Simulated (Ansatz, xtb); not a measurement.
Relative energy of two structures of FH2NO2W

Structure I is a triplet given by its coordinates and structure II is the triplet with the links of `[NH2][W](=[O])(=[O])[F]`. Both are isolated molecules in the gas phase, relaxed with PBE0-D4/def2-SVP; the shapes shown needn't be the lowest conformers.

I (Å):

```yaml
atoms:
  - { symbol: F, position_ang: [1.2694, 0.9410, -0.7456] }
  - { symbol: N, position_ang: [0.9210, -1.6489, 1.0108] }
  - { symbol: O, position_ang: [-0.9110, 0.8747, 0.3598] }
  - { symbol: O, position_ang: [0.2179, -1.9372, -1.6797] }
  - { symbol: W, position_ang: [0.4114, -0.7661, -0.4442] }
  - { symbol: H, position_ang: [-0.4168, 1.7116, 0.3696] }
  - { symbol: H, position_ang: [-1.4918, 0.8249, 1.1293] }
```

Close contacts (Å): F1–W5 1.93, N2–W5 1.78, O3–W5 2.26, O4–W5 1.71, O3–H6 0.97, O3–H7 0.97, W5–H6 2.74.

II (Å):

```yaml
atoms:
  - { symbol: F, position_ang: [1.3049, -0.3123, -0.9191] }
  - { symbol: N, position_ang: [0.0420, 0.7675, 0.9698] }
  - { symbol: O, position_ang: [-1.1069, 1.2815, -2.0932] }
  - { symbol: O, position_ang: [-1.6530, -1.3062, -0.9734] }
  - { symbol: W, position_ang: [-0.5888, 0.0402, -1.0261] }
  - { symbol: H, position_ang: [1.0312, 0.6764, 1.2468] }
  - { symbol: H, position_ang: [-0.5150, 1.2065, 1.7116] }
```

Task: Which of the two would you expect CCSD(T)/def2-SVP electronic energies to favour?

Result: Structure II; the calculation gives E(II) − E(I) = −24.8 kcal/mol.

How the difference moves with the method:

```json
{"level": "PBE0-D4/def2-SVP", "geometry": "PBE0-D4/def2-SVP", "E(II) − E(I) (kcal/mol)": "−26.0", "departure from the last row (kcal/mol)": "−1.2", "job, with rough time for the two": "optimisation, 6 min"}
{"level": "HF/def2-SVP", "geometry": "PBE0-D4/def2-SVP", "E(II) − E(I) (kcal/mol)": "−29.9", "departure from the last row (kcal/mol)": "−5.1", "job, with rough time for the two": "part of the CCSD(T) run"}
{"level": "MP2/def2-SVP", "geometry": "PBE0-D4/def2-SVP", "E(II) − E(I) (kcal/mol)": "−38.2", "departure from the last row (kcal/mol)": "−13.4", "job, with rough time for the two": "part of the CCSD(T) run"}
{"level": "CCSD(T)/def2-SVP", "geometry": "PBE0-D4/def2-SVP", "E(II) − E(I) (kcal/mol)": "−24.8", "departure from the last row (kcal/mol)": "", "job, with rough time for the two": "single point, 2.8 min"}
```

None of the levels shown reverses the order. The largest departure from CCSD(T)/def2-SVP is that of MP2/def2-SVP, 13.4 kcal/mol. At CCSD(T)/def2-SVP a singlet with the links of II lies below this triplet. Levels run at GFN2-xTB geometries aren't shown. The triplet state of I needn't be its ground state.

With harmonic frequencies from PBE0-D4/def2-SVP (ideal gas, rigid rotor, one conformer each, 298.15 K, 1 atm): on the last row, ΔE + ΔZPE = −25.3 kcal/mol. A mode under 50 cm⁻¹ makes harmonic enthalpies and free energies unreliable, so none is given.

Open shells are spin-unrestricted, with notable spin contamination under HF/def2-SVP, MP2/def2-SVP, CCSD(T)/def2-SVP. The correlated steps freeze 4 core orbitals. Atoms past krypton carry core potentials in the def2 sets and no spin–orbit term is included. Codes used: Ansatz 0.2.0; the last row on 2 threads of Arm Neoverse V1 on a shared host.
